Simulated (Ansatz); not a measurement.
Basis-set extrapolation for C4H3F5O2 (`COC(=O)C(F)(F)C(F)(F)F`) (PBE0-D4/def2-TZVP geometry, frozen core, Ansatz 0.2.0). Multiplicity 1, RHF reference.

```json
{"": "HF", "def2-TZVPP": "-800.489889", "def2-QZVPP": "-800.524310"}
{"": "MP2 correlation", "def2-TZVPP": "-2.327990", "def2-QZVPP": "-2.527739"}
{"": "CCSD(T) correlation", "def2-TZVPP": "-2.429069", "def2-QZVPP": "not run"}
```

Energies in hartree. Use E(X) = E(∞) + A·exp(−7.88·√X) for Hartree–Fock and E(X) = E(∞) + B·X^(−2.97) for correlation, with X = 3 and 4, and add CCSD(T) minus MP2 of the smaller set to the MP2 limit.

Problem. What is the CCSD(T) energy at the basis-set limit?

Solution. HF limit: -800.524310 + (-0.034421) × 0.13774 = -800.52905. MP2 limit: -2.527739 + (-0.199749) × 0.74074 = -2.67570. Higher-order term: -2.429069 − (-2.327990) = -0.10108. Total: -803.30583 hartree, 1015.7 kJ/mol below CCSD(T)/def2-TZVPP.
